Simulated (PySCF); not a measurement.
**Electron correlation in N⁺ (nitrogen, charge +1)**

[He] 2s2 2p2, high-spin 3P determinant. All numbers are calculated (PySCF 2.14, the non-relativistic Hamiltonian (point nucleus), in pcseg-2 (4s3p2d1f, 30 functions)). Frozen: 1s2; 4 electrons correlated.

MP2 pair energies summed by pair of shells (mhartree):

| pair | energy | share (%) |
| --- | --- | --- |
| 2s-2p | -41.98 | 61.1 |
| 2s-2s | -19.30 | 28.1 |
| 2p-2p | -7.40 | 10.8 |

Total MP2 correlation energy: -68.68 mhartree.

Same-spin part -12.24 and opposite-spin part -56.44 mhartree; SCS-MP2 scales them by 1/3 and 6/5 to -71.81 mhartree.

```csv
level,correlation energy (mhartree)
CCSD,-89.68
(T),-1.52
CCSD(T),-91.20
```

Diagnostics: T1 = 0.0059, D1 = 0.0120, largest double amplitude 0.119.

Is a single reference adequate?

Mostly. T1 lies below 0.03, but a double amplitude of this size points to a near-degeneracy that CCSD handles and MP2 describes poorly.
